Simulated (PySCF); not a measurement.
**Zr²⁶⁺: ionisation energy**

Zr²⁶⁺ [Ne] 3s2 3p2 (3P) → Zr²⁷⁺ [Ne] 3s2 3p1 (2P), as a difference of total energies. Calculation: PySCF 2.14, in an uncontracted even-tempered set (18 s from 3.1 bohr⁻², ratio 2.5; 12 p from 4.1 bohr⁻², ratio 2.5; 5 d from 18 bohr⁻², ratio 2.7; 4 f from 27 bohr⁻², ratio 2.7); the spin-free X2C one-electron Hamiltonian (Gaussian nucleus). Correlated levels: outer shells: 1s2 frozen; virtual orbitals above 40 to 60 times the deepest correlated orbital energy dropped. The calculations carry no spin-orbit coupling.

```csv
method,ionisation energy (eV)
UHF,1333.4
LDA,1334.7
PBE,1334.9
PBE0,1334.9
r2SCAN,1335.2
revPBE,1334.9
B3LYP,1335.3
MP2 (outer shells),1333.9
SCS-MP2 (outer shells),1333.7
```

Spin-orbit coupling is strong in these open shells (close to jj coupling). The scalar numbers leave it out and a first-order estimate fails, so it can dominate the gap to the real levels.

Breit and QED terms and the two-electron picture change are absent.

For comparison: 1344 ± 3 eV (semi-empirical (NIST evaluation); NIST Atomic Spectra Database, ionization energies).
